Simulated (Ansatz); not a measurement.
Basis sets compared for SnMe4 (C₄H₁₂Sn). Charge 0, multiplicity 1. Geometry B3LYP-D4/def2-SVP. Ansatz on 4 threads of Arm Neoverse V1 on a shared host; times are rough, and most runs start from earlier orbitals.

```xyz
17

C     1.0366   -1.9070   -0.1506
C     0.4104    0.8979    1.9389
C    -2.1418   -0.3200   -0.2123
C     0.6951    1.3291   -1.5761
Sn   -0.0001   -0.0001    0.0001
H     0.8281   -2.3791   -1.1227
H     0.7031   -2.5855    0.6493
H     2.1232   -1.7589   -0.0567
H    -0.0941    1.8727    2.0227
H     1.4931    1.0494    2.0675
H     0.0480    0.2432    2.7462
H    -2.6810    0.6352   -0.1186
H    -2.5042   -1.0072    0.5676
H    -2.3662   -0.7559   -1.1980
H     0.5106    0.8784   -2.5633
H     1.7749    1.5156   -1.4702
H     0.1644    2.2921   -1.5237
```

In the def2 sets Sn takes a core potential; there is no spin–orbit coupling.

Binding counts from free atoms (C triplet, Sn triplet, H doublet) in the same basis, without a counterpoise term.

```
           level  functions  energy (Eh)  HOMO (eV)  LUMO (eV)  binding per atom (eV)  wall time
 PBE-D4/def2-SVP        142    -373.5835      -6.37       0.22                   3.76      1.4 s
PBE0-D4/def2-SVP        142    -373.6349      -7.60       1.08                   3.74        2 s
```

(1) Estimate the rows for PBE-D4/def2-TZVP (with forces), PBE0-D4/def2-TZVP.

Answers

(1) 
```csv
level,functions,energy (Eh),HOMO (eV),LUMO (eV),binding per atom (eV),wall time
PBE-D4/def2-TZVP (with forces),246,-373.7775,-6.46,-0.26,3.76,3.2 s
PBE0-D4/def2-TZVP,246,-373.8210,-7.63,0.55,3.73,4.6 s
```
